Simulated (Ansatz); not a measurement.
`[SiH3]N[SiH2]Cl` + H–F → `F[SiH2]N[SiH3]` + HCl at 600 K and 1 bar (ligand exchange at the Si–Cl bond).

Program: Ansatz. Geometries: PBE0-D4/def2-TZVP. ΔE: electronic, gas phase. CCSD(T)/CBS adds triple-zeta CCSD(T) − MP2 to the extrapolated MP2 energy (def2 sets, frozen cores). This one scheme is used for every species. One conformer a species, not always the lowest.

| species | CCSD(T)/CBS energy (Eh) | H − E (kJ/mol) | S (J/(mol·K)) |
| --- | --- | --- | --- |
| `[SiH3]N[SiH2]Cl` | -1096.34659 | 220.8 | 445.7 |
| H–F | -100.39570 | 42.3 | 194.0 |
| `F[SiH2]N[SiH3]` | -736.37696 | 222.4 | 429.5 |
| HCl | -460.38127 | 35.4 | 207.2 |

H − E and S are ideal-gas, rigid-rotor, harmonic terms from PBE0-D4/def2-TZVP, for one conformer and one mirror image of each species. 1 Eh = 2625.50 kJ/mol, R = 8.31446 J/(mol·K).

Problem. By hand: ΔE, ΔH, ΔS and ΔG.

Solution. ΔE = (-736.37696) + (-460.38127) − (-1096.34659) − (-100.39570) = -0.01594 Eh = -41.9 kJ/mol. Δ(H − E) = 222.4 + 35.4 − 220.8 − 42.3 = -5.3, so ΔH = -47.2 kJ/mol. ΔS = 429.5 + 207.2 − 445.7 − 194.0 = -3.0 J/(mol·K). ΔG = -47.2 − 600 × (-3.0)/1000 = -45.4 kJ/mol.

Problem. By hand: the equilibrium constant, and the temperature at which ΔG would vanish if ΔH and ΔS stayed fixed.

Solution. log₁₀ K = −ΔG/(RT ln 10) = 4.0. ΔG = 0 at ΔH/ΔS = 15733 K, far beyond where these terms or the molecules hold.

The number of gas molecules stays the same, so ΔS is small and ΔH decides. A doubt of 5 kJ/mol in ΔE shifts log₁₀ K by 0.4 here. Other conformers and mirror images would add mixing entropy, several J/(mol·K) or more a flexible species. Modes under 60 cm⁻¹, often nearly free rotors, make the harmonic entropy too high. These are equilibria of isolated gas molecules and say nothing of rates. Largest T1 diagnostic: 0.011 (customary marks: 0.02 for closed shells, 0.045 for open ones).
